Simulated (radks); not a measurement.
Problem. Species: Pt0.5+. Configuration: [Xe] 4f14 5d(up 4.75, down 4.75) (fractional occupations, a model configuration). All-electron calculation, scalar-relativistic Kohn-Sham, SCAN, spin-polarised, spherical densities, finite nucleus; meta-GGA in the generalised Kohn-Sham scheme; Fermi nuclear charge, rms radius 5.427 fm. Program: a radial shooting solver on a logarithmic mesh with Libxc functionals. Some entries of the table are withheld. Estimate them.

orbital,occ.,eigenvalue (eV),<r> (bohr)
1s,2,-78496.31,0.01715
2s,2,-13820.01,0.07232
2p,6,(1),0.06522
3s,2,-3260.607,0.1869
3p,6,-2720.266,0.1881
3d,10,-2132.734,(2)
4s,2,-708.7145,0.4149
4p,6,-530.7075,0.4415
4d,10,(3),0.4681
5s,2,-106.3501,0.9556
4f,14,-73.3759,0.5163
5p,6,-60.0736,1.107
5d,9.5,-9.2093,1.693

Solution. 
(1) 2p eigenvalue (eV): -11975.48
(2) 3d <r> (bohr): 0.1705
(3) 4d eigenvalue (eV): -313.5993
